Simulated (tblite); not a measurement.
AsGa, triplet, geometry from GFN2-xTB (such geometries of metal compounds can be far from the true shape); GFN1-xTB run with tblite.

The tblite input:
```
$ tblite run mol.xyz --method gfn1 --charge 0 --spin 2 --guess eeq --json tblite.json --no-restart

# file mol.xyz
2

Ga    -0.00000000    -0.00000000    -1.21454477
As     0.00000000     0.00000000     1.14093600
```

Output, abridged:

```
xTB calculator
 | screened Coulomb repulsion
 | Coulomb electrostatics
 |  * isotropic Klopman-Ohno-Mataga-Nishimoto electrostatics
 |  * onsite third-order electrostatics
 | DFT-D3(BJ) dispersion correction

halogen bonding energy    0.0000000000000E+00 Eh
repulsion energy          6.2107294539233E-03 Eh
dispersion energy        -4.8494847583680E-04 Eh
number of electrons       8.0000000000000E+00 e
integral cutoff           4.0000000000000E+01 bohr

------------------------------------------------------------
  cycle        total energy    energy error   density error
------------------------------------------------------------
      1     -3.300506287405  -3.3062321E+00   4.4532640E-01
      2     -3.222197171072   7.8309116E-02   5.9316788E-01
      3     -3.554656941400  -3.3245977E-01   1.9849415E-01
      4     -3.565997342002  -1.1340401E-02   1.1598948E-01
      5     -3.570104612598  -4.1072706E-03   2.5406202E-02
      6     -3.570365341775  -2.6072918E-04   9.8264487E-03
      7     -3.570403407944  -3.8066169E-05   5.7290093E-04
      8     -3.570403471866  -6.3921881E-08   3.4241224E-04
      9     -3.570403523803  -5.1937392E-08   8.4715772E-06
------------------------------------------------------------

electronic energy        -3.5761293047814E+00 Eh
total energy             -3.5704035238033E+00 Eh

Post processing:
 | Mayer-Wiberg bond orders

[Info] JSON dump of results written to 'tblite.json'
```
